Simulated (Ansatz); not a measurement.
`C[SiH](F)[SiH2]O` + H–F → `C[SiH](F)F` + silanol at 298.15 K and 1 bar (cleavage of the Si–Si bond).

Program: Ansatz. Geometries: PBE0-D4/def2-TZVP. ΔE: electronic, gas phase. CCSD(T)/CBS is the MP2 limit (def2-TZVPP, def2-QZVPP) plus CCSD(T) − MP2 in def2-TZVPP, frozen cores. This one scheme is used for every species. Each species was taken in one conformer, which may not be the lowest.

```tsv
species	CCSD(T)/CBS energy (Eh)	H − E (kJ/mol)	S (J/(mol·K))
`C[SiH](F)[SiH2]O`	-795.50494	234.8	382.6
H–F	-100.39570	33.5	173.6
`C[SiH](F)F`	-529.27654	151.6	306.4
`O[SiH3]`	-366.69042	113.6	257.8
```

H − E and S are ideal-gas, rigid-rotor, harmonic terms from PBE0-D4/def2-TZVP, for one conformer and one mirror image of each species. 1 Eh = 2625.50 kJ/mol, R = 8.31446 J/(mol·K).

Q: By hand: ΔE, ΔH, ΔS and ΔG.

A: ΔE = (-529.27654) + (-366.69042) − (-795.50494) − (-100.39570) = -0.06632 Eh = -174.1 kJ/mol. Δ(H − E) = 151.6 + 113.6 − 234.8 − 33.5 = -3.1, so ΔH = -177.2 kJ/mol. ΔS = 306.4 + 257.8 − 382.6 − 173.6 = 8.0 J/(mol·K). ΔG = -177.2 − 298.15 × (8.0)/1000 = -179.6 kJ/mol.

Q: By hand: the equilibrium constant, and the temperature at which ΔG would vanish if ΔH and ΔS stayed fixed.

A: log₁₀ K = −ΔG/(RT ln 10) = 31.5. ΔH and −TΔS have one sign here, so there is no such temperature.

The number of gas molecules stays the same, so ΔS is small and ΔH decides. A doubt of 5 kJ/mol in ΔE shifts log₁₀ K by 0.9 here. Other conformers and mirror images would add mixing entropy, several J/(mol·K) or more a flexible species. Modes under 60 cm⁻¹, often nearly free rotors, make the harmonic entropy too high. These are equilibria of isolated gas molecules and say nothing of rates. Largest T1 diagnostic: 0.012 (customary marks: 0.02 for closed shells, 0.045 for open ones).

ΔS is within the doubt of such terms, so its sign, and with it that verdict, could turn.
